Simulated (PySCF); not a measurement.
Ionisation energy of Ti¹⁹⁺ by level of theory

Ti¹⁹⁺ [He] 2s1 (2S) → Ti²⁰⁺ 1s2 (1S), as a difference of total energies. Computed with PySCF 2.14 in an uncontracted even-tempered set (19 s from 3.8 bohr⁻², ratio 2.2; 8 p from 6 bohr⁻², ratio 2.4; 6 d from 18 bohr⁻², ratio 2.4; 5 f from 27 bohr⁻², ratio 2.4; 4 g from 40 bohr⁻², ratio 2.4), with the spin-free X2C one-electron Hamiltonian (Gaussian nucleus). Correlated levels: nothing frozen; virtual orbitals above 40 to 60 times the deepest correlated orbital energy dropped. The calculations carry no spin-orbit coupling.

```json
{"method": "UHF", "ionisation energy (eV)": "1425.5"}
{"method": "LDA", "ionisation energy (eV)": "1423.5"}
{"method": "PBE", "ionisation energy (eV)": "1427.4"}
{"method": "PBE0", "ionisation energy (eV)": "1427.0"}
{"method": "r2SCAN", "ionisation energy (eV)": "1424.6"}
{"method": "PBEsol", "ionisation energy (eV)": "1425.3"}
{"method": "PW91", "ionisation energy (eV)": "1427.8"}
{"method": "MP2 (all electrons)", "ionisation energy (eV)": "1425.7"}
{"method": "SCS-MP2 (all electrons)", "ionisation energy (eV)": "1425.7"}
```

For comparison: 1425.3 eV (theoretical estimate listed by NIST; NIST Atomic Spectra Database, ionization energies).
